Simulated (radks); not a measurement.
Values are calculated unless marked as measured or tabulated.
W+, 73 electrons, occupied as [Xe] 4f14 5d4 6s1. Code: a radial shooting solver on a logarithmic mesh with Libxc functionals. Model: Dirac Kohn-Sham, Slater X-alpha with alpha = 0.78, spin-unpolarised, spherical densities, finite nucleus; open shells fill j = l - 1/2 first; Fermi nuclear charge, rms radius 5.3658 fm.

Unscreened Slater integrals over Kohn-Sham orbitals (hartree). Large and small components are both included. Empty in this configuration: 5d5/2.

\begin{tabular}{lr}
integral & value \\ \hline
F0(6s1/2,6s1/2) & 0.30736 \\
F0(6s1/2,5d3/2) & 0.35616 \\
G2(6s1/2,5d3/2) & 0.10083 \\
F0(6s1/2,4f7/2) & 0.40331 \\
G3(6s1/2,4f7/2) & 0.011871 \\
F0(6s1/2,4f5/2) & 0.40362 \\
G3(6s1/2,4f5/2) & 0.011646 \\
F0(6s1/2,5d5/2) & 0.35301 \\
G2(6s1/2,5d5/2) & 0.10711 \\
F0(5d3/2,5d3/2) & 0.47874 \\
F2(5d3/2,5d3/2) & 0.24249 \\
F0(5d3/2,4f7/2) & 0.62888 \\
F2(5d3/2,4f7/2) & 0.14004 \\
G3(5d3/2,4f7/2) & 0.046476 \\
G5(5d3/2,4f7/2) & 0.036026 \\
F0(5d3/2,4f5/2) & 0.62977 \\
F2(5d3/2,4f5/2) & 0.13788 \\
G1(5d3/2,4f5/2) & 0.052017 \\
G3(5d3/2,4f5/2) & 0.045015 \\
F0(5d3/2,5d5/2) & 0.46987 \\
F2(5d3/2,5d5/2) & 0.23756 \\
G2(5d3/2,5d5/2) & 0.23733 \\
G4(5d3/2,5d5/2) & 0.15449 \\
F0(4f7/2,4f7/2) & 1.5243 \\
F2(4f7/2,4f7/2) & 0.73648 \\
F4(4f7/2,4f7/2) & 0.46456 \\
F6(4f7/2,4f7/2) & 0.33493 \\
F0(4f7/2,4f5/2) & 1.5358 \\
F2(4f7/2,4f5/2) & 0.74221 \\
F4(4f7/2,4f5/2) & 0.46822 \\
G2(4f7/2,4f5/2) & 0.73931 \\
G4(4f7/2,4f5/2) & 0.46647 \\
G6(4f7/2,4f5/2) & 0.33635 \\
F0(4f7/2,5d5/2) & 0.60851 \\
F2(4f7/2,5d5/2) & 0.13045 \\
F4(4f7/2,5d5/2) & 0.059779 \\
G1(4f7/2,5d5/2) & 0.048670 \\
G3(4f7/2,5d5/2) & 0.042161 \\
G5(4f7/2,5d5/2) & 0.032779 \\
F0(4f5/2,4f5/2) & 1.5475 \\
F2(4f5/2,4f5/2) & 0.74818 \\
F4(4f5/2,4f5/2) & 0.47206 \\
F0(4f5/2,5d5/2) & 0.60933 \\
F2(4f5/2,5d5/2) & 0.12840 \\
F4(4f5/2,5d5/2) & 0.058430 \\
G1(4f5/2,5d5/2) & 0.046552 \\
G3(4f5/2,5d5/2) & 0.040731 \\
G5(4f5/2,5d5/2) & 0.031755 \\
F0(5d5/2,5d5/2) & 0.46149 \\
F2(5d5/2,5d5/2) & 0.23328 \\
F4(5d5/2,5d5/2) & 0.15174 \\
\end{tabular}
